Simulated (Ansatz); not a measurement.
Process, species as SMILES: [Cl][Ge] (Cl-Ge) → Cl atom + Ge atom
B3LYP-D3(BJ)/def2-TZVP geometries, fixed; electronic energies without zero-point terms.

Energies in hartree at CCSD(T) with Ansatz (a program for electronic structure); the atomisation energy is their sum with the coefficients shown, times 627.509 kcal/mol a hartree. All functions are spherical. Cores are frozen (with 3d on Ga to Br). Open shells are unrestricted. No added dispersion term, no relativity.

```json
[
 {"species": "[Cl][Ge] (Cl-Ge)", "coefficient": "-1", "part": "Hartree-Fock", "cc-pV(D+d)Z": "-2534.85861", "cc-pV(T+d)Z": "-2534.94685", "cc-pV(Q+d)Z": "-2534.95357"},
 {"species": "[Cl][Ge] (Cl-Ge)", "coefficient": "-1", "part": "correlation", "cc-pV(D+d)Z": "-0.22288", "cc-pV(T+d)Z": "-0.29632", "cc-pV(Q+d)Z": "-0.32098"},
 {"species": "Cl atom", "coefficient": "+1", "part": "Hartree-Fock", "cc-pV(D+d)Z": "-459.47140", "cc-pV(T+d)Z": "-459.48556", "cc-pV(Q+d)Z": "-459.48916"},
 {"species": "Cl atom", "coefficient": "+1", "part": "correlation", "cc-pV(D+d)Z": "-0.13264", "cc-pV(T+d)Z": "-0.18800", "cc-pV(Q+d)Z": "-0.20533"},
 {"species": "Ge atom", "coefficient": "+1", "part": "Hartree-Fock", "cc-pV(D+d)Z": "-2075.29166", "cc-pV(T+d)Z": "-2075.36107", "cc-pV(Q+d)Z": "-2075.36359"},
 {"species": "Ge atom", "coefficient": "+1", "part": "correlation", "cc-pV(D+d)Z": "-0.05700", "cc-pV(T+d)Z": "-0.06686", "cc-pV(Q+d)Z": "-0.06925"}
]
```

**Question.** Predict the atomisation energy in cc-pV(5+d)Z (X = 5): let each Hartree-Fock step shrink by the ratio of the last two, and fit each correlation energy at X = 3 and 4 to E + A/X^3. Compare with the run.

**Answer.** 
- [Cl][Ge] (Cl-Ge): steps -0.08824 and -0.00672, ratio 0.076, so Hartree-Fock -2534.95408 (run: -2534.95455); A = (-0.29632 - (-0.32098))/(1/27 - 1/64) = 1.1517, correlation -0.32098 - A/64 + A/125 = -0.32976 (run: -0.32938).
- Cl atom: steps -0.01416 and -0.00360, ratio 0.254, so Hartree-Fock -459.49007 (run: -459.48973); A = (-0.18800 - (-0.20533))/(1/27 - 1/64) = 0.8094, correlation -0.20533 - A/64 + A/125 = -0.21150 (run: -0.21087).
- Ge atom: steps -0.06941 and -0.00252, ratio 0.036, so Hartree-Fock -2075.36368 (run: -2075.36384); A = (-0.06686 - (-0.06925))/(1/27 - 1/64) = 0.1116, correlation -0.06925 - A/64 + A/125 = -0.07010 (run: -0.07018).
Predicted 93.18 kcal/mol; the run in cc-pV(5+d)Z gives 93.69, a miss of -0.51. Keeping the value in cc-pV(Q+d)Z, 92.38, would miss by -1.31. All sums are of the energies as printed.
